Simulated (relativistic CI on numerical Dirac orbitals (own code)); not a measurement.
Mo5+: 4p photoemission

Computed with this model: Dirac-Coulomb-Breit CI, separate exchange-only KLI orbitals for each configuration, model QED (radiative potential, 1s self-energy scaled to tabulated hydrogen-like ionisation energies), valence Slater integrals scaled by 0.8, multiplet model of photoemission in the sudden approximation; configurations [Kr] 4d → [Ar] 3d10 4s2 4p5 4d; 300 K; Lorentzian 1.2 eV and Gaussian 0.6 eV FWHM. Energies are those of the free ion, without screening or charge transfer. The energies are binding energies and can lie tens of eV above those of solids. S is read from ⟨S²⟩ = S(S + 1).

Field parameters in Wybourne normalisation: D3d B²₀ = −7Dσ, B⁴₀ = −14Dq − 21Dτ, B⁴₃ = −14√(10/7) Dq. The field is a parameter set, without covalency.

free ion: ground-state S = 0.50, centroid 108.78 eV. Peaks (eV, height): 107.2 (100), 110.0 (77), 119.8 (15).

D3d, 10Dq = 37550, Dσ = -1200, Dτ = 300 cm⁻¹: ground-state S = 0.50, centroid 108.79 eV. Peaks (eV, height): 107.2 (100), 110.0 (71), 112.2 (24), 122.2 (9).

D3d, 10Dq = 37550, Dσ = 240, Dτ = 300 cm⁻¹: ground-state S = 0.50, centroid 108.80 eV. Peaks (eV, height): 106.8 (100), 110.0 (74), 122.4 (9).

Strongest unbroadened transitions for D3d, 10Dq = 37550, Dσ = -1200, Dτ = 300 cm⁻¹:

```csv
Energy (eV),Relative strength
105.79,41.9
106.02,57.7
106.13,42.2
106.66,32.4
106.72,43.2
106.93,21.7
106.96,19.4
107.29,37.1
107.42,80.1
107.60,58.0
107.94,25.8
108.17,24.9
108.25,36.9
109.56,41.1
110.00,100.0
110.26,52.4
112.46,47.2
122.25,24.8
```
